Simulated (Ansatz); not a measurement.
Total energies of CH3F2InSe (`C[Se][In]([F])[F]`).

```
atom    x (Å)    y (Å)    z (Å)
  C1   0.3309  -0.4545  -1.4281
 Se2  -1.3618  -0.5522  -0.4339
 In3  -0.5659   0.4734   1.6503
  F4   1.2817   1.0520   1.8147
  F5  -1.5416   0.8302   3.2803
  H6   1.1031  -1.0336  -0.9300
  H7   0.1098  -0.8934  -2.3997
  H8   0.6436   0.5780  -1.5536
```

Total charge 0; spin multiplicity 1. Correlated methods include outer-core shells of In, Se, which these sets cover unevenly. Scalar relativity is left out up to krypton. In takes the def2 core potential. All single points use the PBE0-D4/def2-TZVP geometry. It is one conformer, not always the lowest. Basis def2-TZVPP, Ansatz.

RPA on PBE orbitals: Hartree–Fock energy of these orbitals -2827.66295 Eh, correlation -1.83472 Eh (frozen core).

| functional | kind | energy without D4 (Eh) | D4 term (kJ/mol) |
| --- | --- | --- | --- |
| LDA (SPW92) | LDA | -2826.10827 | – |
| revPBE | GGA | -2831.26339 | -44.2 |
| r2SCAN | meta-GGA | -2831.44809 | -4.0 |
| PBE0 | global hybrid, 25 % exact exchange | -2830.96735 | -15.1 |
| B3LYP | global hybrid, 20 % | -2831.59615 | -28.8 |
| HSE06 (plane-wave form) | screened hybrid | -2830.95881 | -14.4 |
| CAM-B3LYP | range-separated hybrid | -2831.52610 | -15.8 |
| ωB97X-V | range-separated hybrid GGA with VV10 | -2831.17033 | – |
| ωB97M-V | range-separated hybrid meta-GGA with VV10 | -2831.23429 | – |
| PBE-QIDH | double hybrid | -2830.41823 | – |

Question: Give the same for PBE, BLYP, B97M-V, r2SCANh, r2SCAN0, BHLYP, LC-ωPBE, B2PLYP. (Best estimate.)

Answer: The calculation gave: 
| functional | kind | energy without D4 (Eh) | D4 term (kJ/mol) |
| --- | --- | --- | --- |
| PBE | GGA | -2830.89162 | -17.6 |
| BLYP | GGA | -2831.45225 | -37.2 |
| B97M-V | meta-GGA with VV10 | -2830.98298 | – |
| r2SCANh | meta-GGA hybrid, 10 % | -2831.41656 | -4.4 |
| r2SCAN0 | meta-GGA hybrid, 25 % | -2831.37151 | -5.0 |
| BHLYP | global hybrid, 50 % | -2831.29806 | -26.4 |
| LC-ωPBE | long-range corrected hybrid | -2831.06045 | – |
| B2PLYP | double hybrid | -2830.75966 | – |

B3LYP takes the VWN-RPA correlation (the form of Gaussian; ORCA's B3LYP/G). HSE06 is the plane-wave form, built on full-range PBE exchange. The double hybrids freeze the cores in their second-order part.

LC-ωPBE has ω = 0.4 bohr⁻¹.
